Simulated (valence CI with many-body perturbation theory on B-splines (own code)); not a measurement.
# E1 transitions of Ce26+

Computed by relativistic CI+MBPT: four valence electrons over a frozen Dirac-Fock core [Ar] 3d10, a basis of 11 s, 11 p, 10 d, 8 f, 5 g, 2 h functions for each j, with the one-electron correlation potential Σ1, the two-electron term Σ2, the three-electron term Σ3, Breit, model QED; selected CI, second order for the rest, scaled by the run's own slope (own B-spline code, finite nucleus).

The last digits are not significant, and no measured levels were compared; by estimate large intervals hold to a few tenths of a per cent, small ones and those within an open d or f shell to about a per cent. Among the levels kept, up to 510 cm⁻¹ of a level comes from second order outside the variational space, and about a tenth of that is noise between levels of different J, which matters for small intervals.

Lines 1 to 50 of 549 in falling wavelength, among levels below 2622400 cm⁻¹, chosen from the strongest by gf and those to the six lowest levels. Wavelengths and rates use the calculated energies. Electric multipoles are in the length gauge with retardation, E1 and E2 with the static RPA response of the core. Weak lines are less certain than strong ones. Lines between different terms over intervals too small for the method are left out, as are lines whose strength nearly cancels. Where a level lies close to another of its J and parity, the split of strength between their lines is uncertain. The highest levels of a list are the least certain.

Levels are named by their leading jj configuration (3d3/2^4 stands for four electrons in 3d with j = 3/2), which in mixed levels can hold well under half, so a name can repeat and another be missing. Letters in brackets count levels of one name in rising energy.

```
λ vac (Å)                           Upper                           Lower   A (s⁻¹)  log gf  Branch %
    406.6          (4s 4p1/2^2 4p3/2) J=2              (4s^2 4p3/2^2) J=2  1.99e+07   -2.61       0.3
    364.5          (4s 4p1/2^2 4p3/2) J=1              (4s^2 4p3/2^2) J=0  2.49e+07   -2.83       0.0
    305.7          (4s 4p1/2^2 4p3/2) J=1              (4s^2 4p3/2^2) J=2  1.87e+08   -2.10       0.3
    248.1      (4s 4p1/2 4p3/2 4f7/2) J=6          (4s^2 4p3/2 4f7/2) J=5  2.22e+09   -0.57       5.7
    245.9       (4p1/2 4p3/2^2 4d5/2) J=5      (4s 4p3/2^2 4d5/2) J=4 [b]  2.53e+09   -0.60       5.3
    241.0      (4s 4p1/2 4p3/2^2) J=2 [a]              (4s^2 4p3/2^2) J=2  4.81e+08   -1.68       4.1
    233.8  (4s 4p1/2 4p3/2 4f7/2) J=5 [a]          (4s^2 4d3/2 4d5/2) J=4  2.70e+09   -0.61       5.4
    226.3          (4s 4p1/2^2 4p3/2) J=2          (4s^2 4p1/2 4p3/2) J=2  2.37e+09   -1.04      39.2
    225.7      (4s 4p1/2 4p3/2 4d5/2) J=5          (4s^2 4p3/2 4d5/2) J=4  3.78e+09   -0.50     100.0
    222.1       (4p1/2 4p3/2^2 4d5/2) J=5          (4s^2 4p1/2 4f7/2) J=4  3.90e+09   -0.50       8.2
    222.0       (4p1/2 4p3/2^2 4d3/2) J=4          (4s 4p3/2^2 4d3/2) J=4  2.88e+09   -0.72       5.2
    220.0   (4p1/2 4p3/2^2 4d5/2) J=4 [b]      (4s 4p3/2^2 4d5/2) J=3 [a]  3.53e+09   -0.64       6.3
    218.5          (4s 4p1/2 4p3/2^2) J=3              (4s^2 4p3/2^2) J=2  4.62e+09   -0.64      39.6
    217.7       (4p1/2^2 4p3/2 4d5/2) J=3  (4s 4p1/2 4p3/2 4d5/2) J=3 [e]  5.51e+09   -0.56       4.3
    215.1          (4s 4p1/2^2 4p3/2) J=2          (4s^2 4p1/2 4p3/2) J=1  3.67e+09   -0.90      60.5
    213.2       (4p1/2^2 4p3/2 4d5/2) J=4  (4s 4p1/2 4p3/2 4d5/2) J=3 [c]  3.43e+09   -0.68       4.1
    211.6      (4s 4p1/2 4p3/2^2) J=1 [a]              (4s^2 4p3/2^2) J=0  1.90e+09   -1.42       2.3
    211.5       (4p1/2^2 4p3/2 4d5/2) J=4  (4s 4p1/2 4p3/2 4d5/2) J=4 [c]  4.55e+09   -0.56       5.4
    209.8       (4p1/2^2 4p3/2 4d3/2) J=2  (4s 4p1/2 4p3/2 4d5/2) J=2 [b]  6.66e+09   -0.66       9.2
    208.1           (4p1/2^2 4p3/2^2) J=2      (4s 4p1/2 4p3/2^2) J=2 [b]  6.03e+09   -0.71       9.5
    193.5      (4s 4p1/2 4p3/2^2) J=1 [b]              (4s^2 4p3/2^2) J=0  3.81e+09   -1.19       1.7
    192.2   (4p1/2 4p3/2^2 4d5/2) J=4 [a]          (4s 4p3/2^2 4d5/2) J=5  1.02e+10   -0.29      17.1
    191.9      (4s 4p1/2 4p3/2^2) J=2 [b]              (4s^2 4p3/2^2) J=2  3.65e+09   -1.00       8.2
    191.2          (4s 4p1/2^2 4p3/2) J=1          (4s^2 4p1/2 4p3/2) J=2  7.95e+09   -0.88      13.6
    190.4      (4s 4p1/2 4p3/2^2) J=1 [a]              (4s^2 4p3/2^2) J=2  1.82e+09   -1.53       2.2
    189.2       (4p1/2^2 4p3/2 4d5/2) J=3  (4s 4p1/2 4p3/2 4d5/2) J=4 [b]  1.45e+10   -0.26      11.3
    187.6   (4p1/2 4p3/2^2 4d5/2) J=3 [a]      (4s 4p3/2^2 4d5/2) J=4 [a]  1.35e+10   -0.30      14.0
    184.8   (4p1/2 4p3/2^2 4d3/2) J=3 [b]          (4s 4p3/2^2 4d3/2) J=4  6.93e+09   -0.60       2.3
    184.2       (4p1/2 4p3/2^2 4d5/2) J=5          (4s 4p3/2^2 4d5/2) J=5  1.18e+10   -0.18      25.0
    183.9           (4p1/2^2 4p3/2^2) J=2          (4s 4p1/2 4p3/2^2) J=3  2.08e+10   -0.28      32.9
    183.1          (4s 4p1/2^2 4p3/2) J=1          (4s^2 4p1/2 4p3/2) J=1  1.28e+09   -1.71       2.2
    182.8       (4p1/2^2 4p3/2 4d5/2) J=2  (4s 4p1/2 4p3/2 4d5/2) J=3 [b]  1.39e+10   -0.46      10.1
    180.8   (4p1/2 4p3/2^2 4d5/2) J=4 [b]      (4s 4p3/2^2 4d5/2) J=4 [a]  1.31e+10   -0.24      23.4
    177.2       (4p1/2^2 4p3/2 4d3/2) J=3      (4s 4p1/2 4p3/2 4d3/2) J=4  1.80e+10   -0.23      22.3
    175.6      (4s 4p1/2 4p3/2^2) J=1 [b]              (4s^2 4p3/2^2) J=2  4.30e+09   -1.22       1.9
    175.2       (4p1/2^2 4p3/2 4d5/2) J=4      (4s 4p1/2 4p3/2 4d5/2) J=5  2.75e+10    0.06      32.8
    175.2   (4p1/2 4p3/2^2 4d3/2) J=2 [c]          (4s 4p3/2^2 4d3/2) J=3  1.32e+10   -0.52       3.2
    172.1       (4p1/2^2 4p3/2 4d3/2) J=3  (4s 4p1/2 4p3/2 4d5/2) J=4 [a]  8.82e+09   -0.56      10.9
    171.7       (4p1/2^2 4p3/2 4d3/2) J=2  (4s 4p1/2 4p3/2 4d3/2) J=3 [a]  1.93e+10   -0.37      26.7
    166.3          (4s^2 4p1/2 4d3/2) J=2              (4s^2 4p3/2^2) J=2  1.09e+09   -1.64       1.7
    166.0       (4p1/2^2 4p3/2 4d5/2) J=4      (4s 4p1/2 4p3/2 4d3/2) J=4  8.99e+09   -0.48      10.7
    163.7      (4s 4p1/2 4p3/2^2) J=2 [a]          (4s^2 4p1/2 4p3/2) J=2  3.77e+08   -2.12       3.2
    162.4   (4p1/2 4p3/2^2 4d5/2) J=4 [a]  (4s 4p1/2 4p3/2 4d5/2) J=3 [d]  1.09e+10   -0.41      18.3
    161.5       (4p1/2^2 4p3/2 4d5/2) J=4  (4s 4p1/2 4p3/2 4d5/2) J=4 [a]  6.51e+09   -0.64       7.8
    160.9       (4p1/2 4p3/2^2 4d3/2) J=4  (4s 4p1/2 4p3/2 4d5/2) J=4 [b]  1.06e+10   -0.43      19.2
    159.7       (4p1/2^2 4p3/2 4d3/2) J=1  (4s 4p1/2 4p3/2 4d3/2) J=2 [a]  1.87e+10   -0.67      14.2
    159.1      (4s 4p3/2^2 4d5/2) J=4 [a]          (4s^2 4p3/2 4d5/2) J=4  5.74e+09   -0.71      12.0
    158.4          (4s^2 4p1/2 4d3/2) J=1              (4s^2 4p3/2^2) J=0  5.61e+08   -2.20       0.1
    157.8      (4s 4p1/2 4p3/2^2) J=2 [a]          (4s^2 4p1/2 4p3/2) J=1  1.08e+10   -0.69      92.7
    155.5          (4s 4p3/2^2 4d5/2) J=5          (4s^2 4p3/2 4d5/2) J=4  1.75e+10   -0.16     100.0
```
